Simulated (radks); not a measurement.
Task: All-electron atom: Cd9+ in [Kr] 4d3. Method: scalar-relativistic Kohn-Sham, SCAN, spin-polarised, spherical densities, finite nucleus; open shells are filled with parallel spins first (spin-orbit coupling, left out, can overturn this in heavy ions); meta-GGA in the generalised Kohn-Sham scheme; Fermi nuclear charge, rms radius 4.6087 fm; computed with a radial shooting solver on a logarithmic mesh with Libxc functionals. Some entries of the table are withheld. Estimate them.

orbital  occ.  eigenvalue (eV)  r(max) (bohr)
1s up       1        -26750.69        0.01968
1s down     1        -26750.67        0.01968
2s up       1        -4138.008         0.1111
2s down     1        -4136.931         0.1111
2p up       3        -3727.521        0.08903
2p down     3        -3726.646        0.08902
3s up       1        -917.1318         0.3229
3s down     1        -916.6867         0.3230
3p up       3        -781.3386         0.3163
3p down     3        -780.7507         0.3165
3d up       5        -570.4294         0.2655
3d down     5        -569.3676         0.2657
4s up       1        -270.7871         0.7819
4s down     1        -265.7900         0.7787
4p up       3              (1)         0.8206
4p down     3              (2)         0.8175
4d up       3        -163.1932         0.8904

Result: 
(1) 4p up eigenvalue (eV): -228.0145
(2) 4p down eigenvalue (eV): -222.9175
